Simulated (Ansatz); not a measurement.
Reaction (atomization): `OC(=S)OC[SiH3]` → 2 C• + 6 H• + 2 O• + S• + Si•

Gas-phase electronic energies from Ansatz, PBE0-D4/def2-TZVP geometries. CCSD(T)/CBS adds triple-zeta CCSD(T) − MP2 to the extrapolated MP2 energy (def2 sets, frozen cores). This one scheme is used for every species, atoms too. DFT in def2-TZVPP. Open shells (•) are unrestricted, without spin–orbit coupling. Spin–orbit coupling would lower the free atoms: a little for C, O, S, Si. Each species was taken in one conformer, which may not be the lowest.

```json
{"level": "ωB97M-V", "ΔE (kJ/mol)": "4403.7"}
{"level": "CCSD(T)/def2-TZVPP", "ΔE (kJ/mol)": "4248.6"}
{"level": "HF/CBS(def2)", "ΔE (kJ/mol)": "3031.5"}
{"level": "CCSD/CBS(def2)", "ΔE (kJ/mol)": "4292.0"}
```

Problem. What does CCSD(T)/CBS give? (Estimate.)

Solution. The calculation gave: +4379.1 kJ/mol. The listed levels differ from it by 24.6, -130.5, -1347.6, -87.1 kJ/mol.

Largest T1 diagnostic among the species: 0.015.

In def2-TZVPP, CCSD(T) changes the Hartree–Fock value by +1224.5 kJ/mol (the triples alone add +87.1 kJ/mol) and MP2 by +1322.7 kJ/mol; breaking electron pairs costs correlation energy, which Hartree–Fock lacks. The D4 term adds +42.7 kJ/mol with B3LYP and +22.6 kJ/mol with PBE0; it sums over pairs of atoms, weighted by their polarisabilities, and B3LYP, whose exchange is more repulsive, gets the larger term.

B3LYP here is the variant with VWN-RPA as its local correlation; programs differ in this.

For atomizations the MP2-based limit and the directly extrapolated one differ by several kJ/mol either way, and by 10 to 25 for some Ge, Se and Sn compounds, so smaller differences from it don't rank the levels.
